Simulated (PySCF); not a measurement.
C₂H₆N, SMILES [CH2]NC, multiplicity 2. Geometry: PBE-D3(BJ)/def2-TZVP. The isomer is the one that the SMILES or the coordinates give; other isomers of the formula were not compared.

Computed equilibrium geometry at PBE-D3(BJ)/def2-TZVP (PySCF confirms it by a frequency run) as bond lengths and angles:
Atoms: C1 N2 C3 H4 H5 H6 H7 H8 H9. Bonded distances (Å): C1–N2 1.386, C1–H4 1.090, C1–H5 1.089, N2–C3 1.451, N2–H6 1.017, C3–H7 1.108, C3–H8 1.101, C3–H9 1.098. Angles (°): N2–C1–H4 116.5, N2–C1–H5 116.9, H4–C1–H5 119.0, C1–N2–C3 119.1, C1–N2–H6 114.6, C3–N2–H6 113.9, N2–C3–H7 113.1, N2–C3–H8 109.1, N2–C3–H9 109.8, H7–C3–H8 107.8, H7–C3–H9 108.9, H8–C3–H9 108.0.
Charge 0, spin multiplicity 2.
